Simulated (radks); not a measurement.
Effect of the nuclear size on the gadolinium ion Gd36+, [Ar] 3d10. All-electron calculation, Dirac Kohn-Sham, PBE, spin-unpolarised, spherical densities, finite nucleus; Fermi nuclear charge, rms radius 5.1569 fm. Program: a radial shooting solver on a logarithmic mesh with Libxc functionals. The rms radius is varied about that value; shifts are against it.

| rms radius (fm) | total energy shift (eV) | density at nucleus (e/bohr^3) | 1s1/2 shift (meV) | 2s1/2 shift (meV) | 3s1/2 shift (meV) | 3p1/2 shift (meV) | 3d5/2 shift (meV) | 4s1/2 (empty) shift (meV) |
|---|---|---|---|---|---|---|---|---|
| 4.5381 | -4.73 | 6.459e+05 | -1960 | -254 | -56.5 | 0.293 | 2.22 | -18.7 |
| 4.7392 | -3.24 | 6.388e+05 | -1340 | -174 | -38.7 | 0.200 | 1.52 | -12.8 |
| 5.1569 | 0 | 6.252e+05 | 0.000 | 0.000 | 0.000 | 0.000 | 0.000 | 0.000 |
| 5.3168 | 1.29 | 6.204e+05 | 537 | 69.7 | 15.5 | -0.079 | -0.608 | 5.11 |
| 5.9872 | 7.04 | 6.019e+05 | 2920 | 379 | 84.0 | -0.428 | -3.31 | 27.8 |

Slopes of the eigenvalues against <r^2> in GHz/fm^2, as finite differences over the two radii next to the reference (eigenvalue slopes, not the field-shift constants of lines): 1s1/2 78300, 2s1/2 10200, 3s1/2 2250, 3p1/2 -11.6, 3d5/2 -88.7, 4s1/2 (empty) 745.
